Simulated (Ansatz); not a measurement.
Start from `C[O][SnH]([F])[O]C` and change one atom or group to get `C[O][SnH]([F])[O][SiH3]`.

Ansatz, PBE0-D4/def2-TZVP geometries, multiplicity 1. Each molecule was computed in one conformer, which needn't be the lowest.

Elements past krypton have def2 core potentials.

```tsv
property	`C[O][SnH]([F])[O]C`
HOMO energy (ωB97M-V/def2-TZVPP) / eV	-10.51
LUMO energy (B3LYP/def2-TZVPP) / eV	-1.44
HOMO–LUMO gap (B3LYP/def2-TZVPP) / eV	6.42
LUMO energy (ωB97M-V/def2-TZVPP) / eV	0.93
HOMO energy (PBE/def2-TZVPP) / eV	-6.49
size of the dipole moment (ωB97M-V/def2-TZVPP) / D	1.38
```

(1) Give the same properties after the change, and the shifts. (Estimate.)

Answers

(1) Computed: 
```csv
property,`C[O][SnH]([F])[O][SiH3]`,shift
HOMO energy (ωB97M-V/def2-TZVPP) / eV,-10.77,-0.26
LUMO energy (B3LYP/def2-TZVPP) / eV,-1.69,-0.25
HOMO–LUMO gap (B3LYP/def2-TZVPP) / eV,6.43,0.01
LUMO energy (ωB97M-V/def2-TZVPP) / eV,0.64,-0.29
HOMO energy (PBE/def2-TZVPP) / eV,-6.76,-0.27
size of the dipole moment (ωB97M-V/def2-TZVPP) / D,1.43,0.05
```

Dipoles are sizes alone; their direction can turn.

B3LYP here is the variant with VWN-RPA as its local correlation; programs differ in this.
